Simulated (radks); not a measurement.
The arsenic ion As+ inside a hard spherical wall (all orbitals vanish at R), configuration held at [Ar] 3d10 4s2 4p2 and not refilled when levels cross. Calculated with a radial shooting solver on a logarithmic mesh with Libxc functionals: scalar-relativistic Kohn-Sham, r2SCAN, spin-polarised, spherical densities, finite nucleus; open shells are filled with parallel spins first; meta-GGA in the generalised Kohn-Sham scheme; Fermi nuclear charge, rms radius 4.0968 fm. Eigenvalues in eV for spin up, with the zero of energy where the potential of the charges vanishes at infinity; a dash marks a level that is unbound or too diffuse for the functional's potential to be trusted. A positive occupied level is held by the wall or, in an anion where self-interaction has pushed it up, behind a barrier. The pressure on the wall is -dE/dV.

R (bohr)	E (hartree)	kinetic (hartree)	e(3p)	e(3d)	e(4s)	e(4p)	e(5s, empty)	e(4d, empty)	pressure (GPa)
free	-2260.86972	2304.482	-147.01	-51.323	-24.885	-14.434	-	-	0
12	-2260.86972	2304.482	-147.01	-51.323	-24.885	-14.434	-4.154	-2.767	< 0.0001
10	-2260.86972	2304.482	-147.01	-51.323	-24.884	-14.433	-4.006	-2.673	0.000138
6	-2260.86496	2304.527	-146.79	-51.109	-24.740	-14.250	-0.470	-1.139	0.550
3.5	-2260.49098	2306.445	-141.49	-45.950	-20.339	-8.079	31.801	11.910	129
3	-2259.94221	2308.642	-137.30	-41.896	-15.446	-1.558	57.898	22.450	443
2.5	-2258.48854	2313.816	-129.82	-34.606	-3.935	12.901	109.10	43.060	1760
2	-2254.10355	2328.198	-114.71	-19.317	27.358	49.496	221.82	88.199	8940
1.5	-2237.38547	2379.518	-76.377	22.159	132.98	163.13	520.06	207.22	68400
